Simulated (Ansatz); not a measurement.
Ansatz (a first-principles code) input (CCSD(T)/def2-QZVPPD):
A basis named .json is the Basis Set Exchange file of that set.

Ansatz 0.2 input:
```yaml
crystal:
  periodic: [false, false, false]
  atoms:
    - {symbol: O, position_ang: [-0.00000000, -0.00000000, -1.58507744]}
    - {symbol: Te, position_ang: [0.00000000, 0.00000000, 0.24385807]}
basis:
  gaussian:
    orbitals: def2-QZVPPD.json
magnetization: {spin_polarized: true, initial_magnetization: 2}
correlation: {method: ccsd_t, electrons: outside_noble_gas}
```

End of the output:

```
integrals: 0.66 GiB planned
967 factors; integrals over basis functions are off by at most 1.0e-3 eV
mean field: 0.49 GiB planned
mean field evaluation 1: about -9298.7676 eV, gradient 2.9e1 eV
mean field evaluation 2: about -9298.7713 eV, gradient 2.9e1 eV
mean field evaluation 4: about -9302.2263 eV, gradient 2.8e0 eV
mean field evaluation 8: about -9302.3062 eV, gradient 3.5e-1 eV
mean field evaluation 16: about -9302.3143 eV, gradient 1.0e-2 eV
mean field evaluation 32: about -9302.4032 eV, gradient 4.7e-3 eV
mean field evaluation 64: about -9302.3408 eV, gradient 9.3e-1 eV
mean field evaluation 96: about -9302.0708 eV, gradient 2.0e0 eV
mean field evaluation 128: about -9300.9415 eV, gradient 3.7e-4 eV
mean field evaluation 160: about -9300.9415 eV, gradient 9.4e-3 eV
mean field evaluation 192: about -9302.4022 eV, gradient 1.9e-1 eV
mean field evaluation 224: about -9298.2090 eV, gradient 1.7e1 eV
mean field evaluation 256: about -9298.2395 eV, gradient 3.4e-1 eV
mean field evaluation 288: about -9297.9072 eV, gradient 1.3e-1 eV
mean field evaluation 320: about -9299.5201 eV, gradient 1.7e-2 eV
mean field evaluation 352: about -9296.4316 eV, gradient 1.1e-3 eV
mean field evaluation 384: about -9297.6421 eV, gradient 5.4e0 eV
mean field evaluation 416: about -9294.4472 eV, gradient 3.1e0 eV
mean field evaluation 448: about -9300.9415 eV, gradient 1.9e-3 eV
mean field evaluation 480: about -9299.0336 eV, gradient 1.0e0 eV
mean field -9302.40317716 eV, -341.8570113651 hartree, gradient 2.0e-6 eV, S^2 2.059643; 14 other end points of the search recorded, 0 dependent functions left out
determinant -9302.40317716 eV, -341.8570113651 hartree, with singles and doubles -9312.92799485 eV, -342.2437912814 hartree
determinant -9302.31430424 eV, -341.8537453459 hartree, with singles and doubles -9313.00116128 eV, -342.2464800981 hartree
determinant -9300.94146587 eV, -341.8032944661 hartree, with singles and doubles -9310.21641264 eV, -342.1441424733 hartree
determinant -9299.52010176 eV, -341.7510602987 hartree, with singles and doubles -9309.21374422 eV, -342.1072950882 hartree
determinant -9299.43260508 eV, -341.7478448549 hartree, with singles and doubles -9309.08862217 eV, -342.1026969378 hartree
determinant -9299.06978596 eV, -341.7345114982 hartree, with singles and doubles -9309.05026009 eV, -342.1012871575 hartree
determinant -9302.40317716 eV, -341.8570113651 hartree, with singles and doubles -9312.86479082 eV, -342.2414685762 hartree
determinant -9302.31430424 eV, -341.8537453459 hartree, with singles and doubles -9312.87901938 eV, -342.2419914659 hartree
10 core orbitals not correlated
reference -9302.31430424 eV, -341.8537453459 hartree; 7, 5 occupied and 140, 142 virtual orbitals, 967 factors
second order -10.58953779 eV of doubles, -0.00000000 eV of singles
coupled cluster: 1.55 GiB planned
cycle   1  -10.56472286 eV  change   -7.7e-6 eV  update   2.5e-6
perturbative correction -0.60603955 eV, -0.0222715427 hartree
Total energy: -9313.48506666 eV, -342.2642632928 hartree
```
